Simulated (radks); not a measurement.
Values are calculated unless marked as measured or tabulated.
Task: These are the eigenvalues of the occupied orbitals of an atom or ion with whole-number occupations (Ry). Level of theory: scalar-relativistic Kohn-Sham, r2SCAN, spin-polarised, spherical densities, finite nucleus; meta-GGA in the generalised Kohn-Sham scheme; Fermi nuclear charge, rms radius of each element as measured or else 0.836 A^(1/3) + 0.57 fm (a radial shooting solver on a logarithmic mesh with Libxc functionals).

| orbital | eigenvalue |
|---|---|
| 1s up | -6121.017 |
| 1s down | -6121.015 |
| 2s up | -1089.481 |
| 2s down | -1089.460 |
| 2p up | -939.8940 |
| 2p down | -939.8768 |
| 3s up | -261.6534 |
| 3s down | -261.6497 |
| 3p up | -218.2442 |
| 3p down | -218.2386 |
| 3d up | -172.4356 |
| 3d down | -172.4221 |
| 4s up | -60.35982 |
| 4s down | -60.34145 |
| 4p up | -46.06446 |
| 4p down | -46.04842 |
| 4d up | -29.00377 |
| 4d down | -28.98454 |
| 5s up | -11.86113 |
| 5s down | -11.74751 |
| 4f up | -10.12639 |
| 4f down | -10.09992 |
| 5p up | -7.99527 |
| 5p down | -7.85969 |
| 5d up | -3.55583 |
| 5d down | -3.39449 |
| 6p up | -1.94089 |

Which element is it, and in what charge state? The configuration may be excited. Open shells, if any, are filled with parallel spins first.

Result: Z = 80, mercury, charge +3: Hg3+ in [Xe] 4f14 5d8 6p1. The list shows which subshells hold electrons but not how many an open one holds; the 1s level, -3060.5 hartree, gives Z - s = 78.2 by -(Z - s)^2/2, which with screening and relativity narrows Z to a few neighbours, and the depths of the outer levels then fix element, charge and occupations together.
